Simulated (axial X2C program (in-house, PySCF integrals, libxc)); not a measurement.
## Correcting the dissociation energy of KIn for spin–orbit coupling

A spin-free CCSD(T) curve (one-electron X2C) was computed with an in-house relativistic program for diatomic molecules, basis In dyall-cv3z [11s12p9d4f1g], K dyall-cv3z [11s12p6d3f] (cores contracted in-house), for the state M_S = 0, Λ = 0 (closed shell). It gives D0 = 0.584 eV to In + K, which in a spin-free picture are the weighted means of the ground terms.

Correlated methods: 12 electrons correlated (number of frozen shells: In 4 s, 3 p, 2 d; K 2 s, 1 p), 300 virtual spin orbitals or spinors in MP2, 90 natural virtuals in coupled cluster.

Measured levels of the ground terms (NIST Handbook of Basic Atomic Spectroscopic Data), in cm⁻¹: In 2P: J = 1/2 at 0, J = 3/2 at 2212.6; K 2S: J = 1/2 at 0.

The molecular state has Λ = 0, so it has no first-order lowering.

**Question.** How far does each ground level lie under the (2J+1)-weighted mean of its term?

**Answer.** In: (2 × 0 + 4 × 2212.6)/6 = 1475 cm⁻¹; K: a single level, 0.

**Question.** Correct D0.

**Answer.** D0 = 0.584 + (0 − 1475)/8065.5 = 0.401 eV at CCSD(T) with these spin–orbit terms. The direct two-component run gives 0.483 eV; the difference holds second-order terms in the molecule, scalar two-electron terms, the gap between measured and computed atomic splittings (a 2c atom can miss part of its lowering) and, in coupled cluster, the truncation of each run.

Second-order spin–orbit effects in the molecule, which grow quickly with Z, are left out. The state is a single determinant with fixed occupations, the lowest that a limited PBE0 search found. Dissociation energies refer to the lowest single-determinant-based atoms at the same level and basis. CCSD and (T) use frozen natural virtuals with an MP2 correction for the truncation; (T) itself is uncorrected, so its De runs slightly low. Other states lie close and PBE0, whose exact exchange favours high spin, may order them wrongly; the determinant shown need not be the ground state. The nearest other spin-free determinant of the search, M_S = 1, Λ = 1, lies 0.03 eV up at the distance of the search. With the outer-core shells frozen, correlated bond lengths of heavy atoms tend to come out a few hundredths of an ångström too long.
